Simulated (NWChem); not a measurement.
All runs are NWChem calculations. System: Sn, charge 0, spin multiplicity 3. Its SCF solution wasn't tested for a lower state. Level: UHF/def2-QZVP with def2 effective core potentials on Sn.

Input file:

```
start mol
memory heap 200 mb stack 900 mb global 1100 mb
geometry units angstroms nocenter noautoz
  Sn     0.000000     0.000000     0.000000
  symmetry group D2h
end
basis spherical
  * library def2-qzvp
end
ecp
  Sn library def2-ecp
end
scf
  uhf
  nopen 2
  maxiter 100
  thresh 1e-7
  semidirect memsize 60000000 filesize 0
  # guess.movecs holds the orbitals of an unrestricted PBE0 run
  vectors input guess.movecs output mol.movecs
end
task scf energy
```

Output (cleaned and shortened):

```
             Northwest Computational Chemistry Package (NWChem) 7.3.0
             --------------------------------------------------------

                                NWChem Input Module
                                -------------------

 Scaling coordinates for geometry "geometry" by  1.889725989
 (inverse scale =  0.529177249)

                             Geometry "geometry" -> ""
                             -------------------------

 Output coordinates in angstroms (scale by  1.889725989 to convert to a.u.)

  No.       Tag          Charge          X              Y              Z
 ---- ---------------- ---------- -------------- -------------- --------------
    1 Sn                  50.0000     0.00000000     0.00000000     0.00000000

 Effective nuclear repulsion energy (a.u.)       0.0000000000

            Nuclear Dipole moment (a.u.)
            ----------------------------
        X                 Y               Z
 ---------------- ---------------- ----------------
     0.0000000000     0.0000000000     0.0000000000

      Symmetry information
      --------------------

 Group name             D2h
 Group number             26
 Group order               8
 No. of unique centers     1

      Symmetry unique atoms

     1


 Summary of "ao basis" -> "" (spherical)
 ------------------------------------------------------------------------------
       Tag                 Description            Shells   Functions and Types
 ---------------- ------------------------------  ------  ---------------------
 *                         def2-qzvp                  on all atoms

 Summary of "ao basis" -> "ao basis" (spherical)
 ------------------------------------------------------------------------------
       Tag                 Description            Shells   Functions and Types
 ---------------- ------------------------------  ------  ---------------------
 Sn                        def2-qzvp                22       82   7s6p4d4f1g

                                 NWChem SCF Module
                                 -----------------

  ao basis        = "ao basis"
[...]
              MO Center=  3.4D-15, -3.9D-16, -8.7D-16, r^2= 6.0D+00
   Bfn.  Coefficient  Atom+Function         Bfn.  Coefficient  Atom+Function
  ----- ------------  ---------------      ----- ------------  ---------------
    23      0.652258  1 Sn px                17      0.342161  1 Sn px
     8     -0.195324  1 Sn px

 Vector   12  Occ=0.000000D+00  E= 3.603359D-02  Symmetry=b1u
              MO Center=  2.9D-17,  6.9D-17,  1.9D-16, r^2= 7.4D+00
   Bfn.  Coefficient  Atom+Function         Bfn.  Coefficient  Atom+Function
  ----- ------------  ---------------      ----- ------------  ---------------
    25      0.870729  1 Sn pz                19      0.358501  1 Sn pz
    10     -0.166331  1 Sn pz

 Vector   13  Occ=0.000000D+00  E= 3.603359D-02  Symmetry=b2u
              MO Center=  3.2D-20,  1.9D-16, -6.8D-17, r^2= 7.4D+00
   Bfn.  Coefficient  Atom+Function         Bfn.  Coefficient  Atom+Function
  ----- ------------  ---------------      ----- ------------  ---------------
    24      0.870729  1 Sn py                18      0.358501  1 Sn py
     9     -0.166331  1 Sn py

 center of mass
 --------------
 x =   0.00000000 y =   0.00000000 z =   0.00000000

 moments of inertia (a.u.)
 ------------------
           0.000000000000           0.000000000000           0.000000000000
           0.000000000000           0.000000000000           0.000000000000
           0.000000000000           0.000000000000           0.000000000000

  Mulliken analysis of the total density
  --------------------------------------

    Atom       Charge   Shell Charges
 -----------   ------   -------------------------------------------------------
    1 Sn  22    22.00   0.57  0.02  1.22  0.18  0.64  1.07  0.29  5.85  0.01  0.27  0.71  0.92  0.24  9.09  0.78  0.12  0.01  0.00  0.00  0.00  0.00  0.00

  Mulliken analysis of the alpha density
  --------------------------------------

    Atom       Charge   Shell Charges
 -----------   ------   -------------------------------------------------------
    1 Sn  22    12.00   0.28  0.01  0.61  0.09  0.30  0.56  0.15  2.93  0.01  0.19  0.71  0.92  0.24  4.53  0.40  0.07  0.00  0.00  0.00  0.00  0.00  0.00

   Mulliken analysis of the beta density
   -------------------------------------

    Atom       Charge   Shell Charges
 -----------   ------   -------------------------------------------------------
    1 Sn  22    10.00   0.28  0.01  0.61  0.10  0.34  0.51  0.15  2.92 -0.00  0.08 -0.00  0.00 -0.00  4.57  0.38  0.05  0.00  0.00 -0.00  0.00  0.00  0.00

   Mulliken analysis of the spin density
   -------------------------------------

    Atom       Charge   Shell Charges
 -----------   ------   -------------------------------------------------------
    1 Sn  22     2.00  -0.00 -0.00 -0.00 -0.01 -0.04  0.05 -0.00  0.01  0.01  0.10  0.71  0.92  0.24 -0.04  0.02  0.02  0.00  0.00  0.00 -0.00 -0.00 -0.00

       Multipole analysis of the density wrt the origin
       ------------------------------------------------

     L   x y z        total         alpha         beta         nuclear
     -   - - -        -----         -----         ----         -------
     0   0 0 0     -0.000000    -12.000000    -10.000000     22.000000

     1   1 0 0      0.000000      0.000000      0.000000      0.000000
     1   0 1 0      0.000000      0.000000      0.000000      0.000000
     1   0 0 1     -0.000000      0.000000     -0.000000      0.000000

     2   2 0 0    -16.370039    -10.356141     -6.013897      0.000000
     2   1 1 0      0.000000      0.000000      0.000000      0.000000
     2   1 0 1      0.000000      0.000000      0.000000      0.000000
     2   0 2 0    -21.247851    -15.609141     -5.638710      0.000000
     2   0 1 1     -0.000000     -0.000000     -0.000000      0.000000
     2   0 0 2    -21.247851    -15.609141     -5.638710      0.000000

 Task  times  cpu:        3.3s     wall:        3.3s

 Total times  cpu:        3.3s     wall:        3.3s
```
